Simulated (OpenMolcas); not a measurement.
## Levels of neutral potassium by method

```yaml
Program: OpenMolcas
Basis: ANO-RCC-VTZP [6s5p2d1f]
Scalar_Hamiltonian: DKH2, point nucleus
Active_space: 1 electron in 4 orbitals (4s 4p)
State_averaging: 2S+1 = 2 even, 1 root; 2S+1 = 2 odd, 3 roots
Spin-orbit_coupling: state interaction with AMFI integrals over the reference wave functions, term energies averaged over their components
```

Methods on the same reference wave functions:
A. CASSCF
B. SS-CASPT2, IPEA 0.25 Eh, imaginary shift 0.1 Eh (closed shells correlated: 3s 3p)

Energies in cm-1 above 4s 2S 1/2, the measured ground level; measured values from NIST Handbook of Basic Atomic Spectroscopic Data.

```
     Level      A      B  Measured
 4s 2S 1/2    0.0    0.0       0.0
4p 2P* 1/2  11499  12999     12985
4p 2P* 3/2  11536  13036     13043
```

Deviations, from unrounded energies. A percentage is the sum of absolute deviations over the sum of measured energies, with the sign that they share, or ± where signs differ.

| Against measurement | Levels | A | B |
| --- | --- | --- | --- |
| mean absolute deviation (cm-1) | 2 | 1500 | 10 |
| other configurations (%) | 2 | -11.5 | ±0.1 |

B lies closest to measurement on these levels. The largest miss of B in the table is 4p 2P* 1/2, by +14 cm-1. The ranking rests on the paired levels alone, and a cruder setting can come out closer through cancelling errors.

The lowest spin-free term lies below A's lowest term by 0.222 hartree in B.

ANO sets are built for ground and valence states and can reach diffuse excited orbitals poorly. With one active electron the reference holds no correlation, so core polarisation is missing (holds for A). With one active electron, CASPT2 adds the correlation within the correlated inactive shells and between them and that electron, and leaves the splitting within a term as the reference gives it (holds for B). Measured partners are found by configuration, term and J. A level has none where our copy of the source lacks it or the pairing is in doubt (some pairs that miss far off the trend of their configuration count as doubtful), and it then counts in no deviation. Only configurations of the active space appear.

* marks odd parity.
